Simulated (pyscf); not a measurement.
Single points on ωB97X-D3(BJ)/def2-SVP structures (PySCF, gas phase). MP2 and CC: frozen core, UHF for open shells. ΔMP2 is the change of the MP2 total energy from the triple- to the quadruple-zeta basis. Singlets are restricted, triplets unrestricted.

Singlet (Å):
```xyz
3

Ga     1.1915    -1.0874    -0.1660
Se    -0.2316     0.4339    -1.3672
H     -0.0303     1.3668    -0.2477
```

Triplet (Å):
```xyz
3

Ga     1.2231    -1.1131    -0.1174
Se    -0.1491     0.3533    -1.3095
H     -0.1400     1.4736    -0.3520
```

**Question.** For these two minima of `[Ga][SeH]`, which spin state lies lower at CCSD(T)/def2-TZVPP + ΔMP2(QZVPP), and by how much (electronic energies)?

**Answer.** The singlet, by 61.0 kcal/mol. Zero-point energy shifts E(triplet) − E(singlet) by +0.2 kcal/mol. 

E(triplet) − E(singlet) by level (kcal/mol):

| level | gap |
|---|---|
| ωB97X-D3(BJ)/def2-TZVP | +60.9 |
| PBE/def2-TZVP | +58.0 |
| r²SCAN/def2-TZVP | +54.5 |
| B3LYP-D3(BJ)/def2-TZVP | +60.7 |
| PBE0-D3(BJ)/def2-TZVP | +56.3 |
| M06-2X/def2-TZVP | +56.0 |
| ωB97M-D3(BJ)/def2-TZVP | +61.3 |
| HF/def2-TZVP | +42.0 |
| MP2/def2-QZVPP | +60.1 |
| CCSD/def2-TZVPP | +56.7 |
| CCSD(T)/def2-TZVPP | +57.2 |
| CCSD(T)/def2-TZVPP + ΔMP2(QZVPP) | +61.0 |

The triplet is the lowest one reached from the SCF start used. The CCSD(T) − MP2 part came from Ansatz, without density fitting, on the same reference. The frozen core leaves the outer d or s,p core shells of the metals and heavy elements correlated in the MP2 and CC values, and def2-TZVPP describes them poorly, which can shift differences by a few kcal/mol. Elements up to Kr have no core potential and no relativistic terms here.
